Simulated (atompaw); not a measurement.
# Cutoff test, W, PAW (atompaw)

```
Element                 : W
Generator               : atompaw 4.2.0.5
Type                    : PAW
Functional              : LDA (PW92)
Relativity              : scalar-relativistic
Frozen core             : [Xe] 4f14
Valence charge          : 6
Reference configuration : 5d4 6s0.5 6p0 (charge +1.5)
Partial waves           : 6s (bound): rc 3.00 bohr; 6s channel at -0.3 Ry: rc 3.00 bohr; 6p (bound, empty): rc 3.00 bohr; 6p channel at 0.4 Ry: rc 3.00 bohr; 5d (bound): rc 3.00 bohr; 5d channel at 0.15 Ry: rc 2.75 bohr
Local potential         : troulliermartins scheme with l = 3 at 0 Ry, radius 2.60 bohr
Core correction         : smooth core density matched at 2.10 bohr
Augmentation charge     : besselshape compensation charge, radius 2.25 bohr; PAW radius 3.00 bohr; waves and projectors: custom polynom2 7 10 vanderbiltortho
```

The pseudo-atom Hamiltonian at the reference potential is diagonalised in spherical Bessel functions j_l(qr) that vanish at 20 bohr, with q² up to the cutoff. All-electron valence levels (Ry): 6s -1.1764, 6p -0.7373, 5d -1.1761.

Problem. How do the lowest levels (Ry) of each channel move with the cutoff, and are there ghosts?

Solution.

```tsv
cutoff (Ry)	s #1	p #1	p #2	d #1	d #2	f #1	f #2	Σ f·Δε (mRy)
8	-1.1758	-0.7371	-0.2658	-1.1570	-0.3054	-0.1730	-0.0749	76.8
10	-1.1760	-0.7371	-0.2658	-1.1666	-0.3063	-0.1732	-0.0752	38.2
12	-1.1763	-0.7372	-0.2658	-1.1722	-0.3073	-0.1734	-0.0754	15.6
15	-1.1763	-0.7373	-0.2659	-1.1733	-0.3078	-0.1736	-0.0756	11.2
18	-1.1764	-0.7373	-0.2659	-1.1740	-0.3079	-0.1736	-0.0757	8.7
21	-1.1764	-0.7373	-0.2659	-1.1750	-0.3080	-0.1736	-0.0757	4.3
25	-1.1764	-0.7373	-0.2659	-1.1755	-0.3081	-0.1737	-0.0758	2.6
30	-1.1764	-0.7373	-0.2659	-1.1756	-0.3081	-0.1737	-0.0758	2.3
35	-1.1764	-0.7373	-0.2659	-1.1759	-0.3081	-0.1737	-0.0758	1.0
40	-1.1764	-0.7373	-0.2659	-1.1759	-0.3082	-0.1737	-0.0758	0.8
45	-1.1764	-0.7373	-0.2659	-1.1760	-0.3082	-0.1737	-0.0758	0.6
400	-1.1764	-0.7373	-0.2659	-1.1761	-0.3082	-0.1737	-0.0758	0.0
```

Result: no extra level below or beside the all-electron valence levels (s, p, d, f tested); 10 mRy is reached at 18 Ry and 1 mRy at 35 Ry.
